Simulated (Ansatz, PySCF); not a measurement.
This Ansatz (a first-principles code) input computes a CAM-B3LYP/def2-TZVPD energy:

Ansatz 0.2 input:
```yaml
crystal:
  periodic: [false, false, false]
  atoms:
    - {symbol: C, position_ang: [-1.84173602, 0.19127436, 0.26055161]}
    - {symbol: C, position_ang: [-0.57057875, -0.05573798, -0.20511754]}
    - {symbol: O, position_ang: [-0.15854349, -0.51511608, -1.28792514]}
    - {symbol: O, position_ang: [0.44048812, 0.29759670, 0.77448175]}
    - {symbol: C, position_ang: [1.75683890, 0.05941509, 0.35600919]}
    - {symbol: H, position_ang: [-2.68720820, -0.02857798, -0.37572306]}
    - {symbol: H, position_ang: [-2.00547624, 0.60004509, 1.24728526]}
    - {symbol: H, position_ang: [2.01880587, 0.62139861, -0.54858275]}
    - {symbol: H, position_ang: [2.40702618, 0.37679533, 1.17848113]}
    - {symbol: H, position_ang: [1.94415070, -0.99921474, 0.13742706]}
basis:
  gaussian:
    orbitals: def2-TZVPD
hamiltonian:
  xc: {name: CAM-B3LYP}
total_charge: -1
output: {forces: true}
```

**Question.** Write an input for the same energy in PySCF and say what it gives.

**Answer.** 
```python
from pyscf import gto, scf, dft

mol = gto.M(
    atom='''
    C    -1.84173602    0.19127436    0.26055161
    C    -0.57057875   -0.05573798   -0.20511754
    O    -0.15854349   -0.51511608   -1.28792514
    O     0.44048812    0.29759670    0.77448175
    C     1.75683890    0.05941509    0.35600919
    H    -2.68720820   -0.02857798   -0.37572306
    H    -2.00547624    0.60004509    1.24728526
    H     2.01880587    0.62139861   -0.54858275
    H     2.40702618    0.37679533    1.17848113
    H     1.94415070   -0.99921474    0.13742706
    ''',
    basis='def2-tzvpd',
    charge=-1,
    spin=0,
    verbose=4,
)

mf = dft.RKS(mol, xc='camb3lyp').density_fit(auxbasis='def2-universal-jkfit')
mf.grids.level = 3
mf.conv_tol = 1e-9
mf.max_cycle = 100
mf.max_memory = 1500
mf.kernel()
if not mf.converged:
    mf = mf.newton()
    mf.kernel(mf.make_rdm1())
mf.analyze()
```
It gives -267.78140 Eh, and Ansatz -267.78133 Eh, a difference of 0.07 mEh, from the treatment of integrals and grids.

It need not be the lowest isomer of its formula. Whether it binds its extra electron was not tested at this geometry.
